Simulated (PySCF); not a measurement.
## I²⁵⁺: ionisation energy

I²⁵⁺ [Ar] 3d10 → I²⁶⁺ [Ar] 3d9 [3d3/2^4 3d5/2^5, M_J = 5/2], as a difference of total energies. Computed with PySCF 2.14 in an uncontracted even-tempered set (17 s from 3.5 bohr⁻², ratio 2.8; 13 p from 4.5 bohr⁻², ratio 2.8; 8 d from 4.5 bohr⁻², ratio 2.8; 3 f from 20 bohr⁻², ratio 3), with the two-component X2C-1e Hamiltonian. Correlated levels: [Ne] frozen; the 82 highest virtual spinors dropped. "Screened" scales the spin-orbit matrix elements by Boettger's factors to mimic the two-electron term; Breit and QED terms are absent.

```tsv
method	ionisation energy (eV)
GHF (spin-free)	1403.6
GMP2 (spin-free)	1405.0
GHF (screened spin-orbit)	1398.5
GMP2 (screened spin-orbit)	1399.9
```

Breit and QED terms and the two-electron picture change are absent.

The spin-free rows lack the spin-orbit shift.

For comparison: 1397 ± 4 eV (theoretical estimate listed by NIST; NIST Atomic Spectra Database, ionization energies).
